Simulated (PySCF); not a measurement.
**The second ionisation energy along the third row**

All values are computed (PySCF 2.14, energy differences of UHF-based or UKS calculations, no spin-orbit coupling). Values in eV. The last column holds reference values (NIST; (s) semi-empirical, (t) theoretical, else measured). Unmarked ones compare directly (S terms, centres of terms, or small fine structure); those marked * lie between the lowest fine-structure levels and include a spin-orbit shift.

```
                         element               configurations     UHF     LDA     PBE  SCS-MP2 (valence)  MP2 (valence and next inner shell)  CCSD(T) (valence and next inner shell)     reference
Mg (ANO-RCC-VTZP, spin-free X2C)              [Ne] 3s1 → [Ne]  14.736  15.339  15.331                n/a                              14.892                                  14.893        15.035
Al (ANO-RCC-VTZP, spin-free X2C)          [Ne] 3s2 → [Ne] 3s1  17.553  18.916  18.788             18.418                              18.410                                  18.692        18.829
Si (ANO-RCC-VTZP, spin-free X2C)      [Ne] 3s2 3p1 → [Ne] 3s2  15.835  16.346  16.395             16.087                              16.092                                     n/a        16.322
 P (ANO-RCC-VTZP, spin-free X2C)  [Ne] 3s2 3p2 → [Ne] 3s2 3p1  19.165  19.808  19.777             19.516                              19.602                                  19.672  19.769 (s) *
 S (ANO-RCC-VTZP, spin-free X2C)  [Ne] 3s2 3p3 → [Ne] 3s2 3p2  22.723  23.389  23.313             23.148                              23.333                                  23.301      23.338 *
Cl (ANO-RCC-VTZP, spin-free X2C)  [Ne] 3s2 3p4 → [Ne] 3s2 3p3  22.606  23.953  23.842             23.441                              23.368                                  23.517        23.771
Ar (ANO-RCC-VTZP, spin-free X2C)  [Ne] 3s2 3p5 → [Ne] 3s2 3p4  26.357  27.823  27.586             27.337                              27.347                                  27.348      27.630 *
```

Problem. Which of these methods has the smallest mean absolute error against the measured values here?

Solution. PBE, with 0.120 eV.

| method | elements | mean error (eV) | mean absolute error (eV) | largest error (eV) |
| --- | --- | --- | --- | --- |
| UHF | 4 | -0.807 | 0.807 | -1.275 |
| LDA | 4 | 0.149 | 0.149 | 0.304 |
| PBE | 4 | 0.100 | 0.120 | 0.296 |
| SCS-MP2 (valence) | 3 | -0.326 | 0.326 | -0.411 |
| MP2 (valence and next inner shell) | 4 | -0.299 | 0.299 | -0.418 |
| CCSD(T) (valence and next inner shell) | 3 | -0.178 | 0.178 | -0.254 |

Errors include the incompleteness of the basis and the frozen core.

"Valence" correlates the outer s and p shells and, in groups 3 to 12 and the f block, the outer d or f shell, open or full, or the next shell where the ion has no valence electron left; the wider scheme adds the next inner shell.
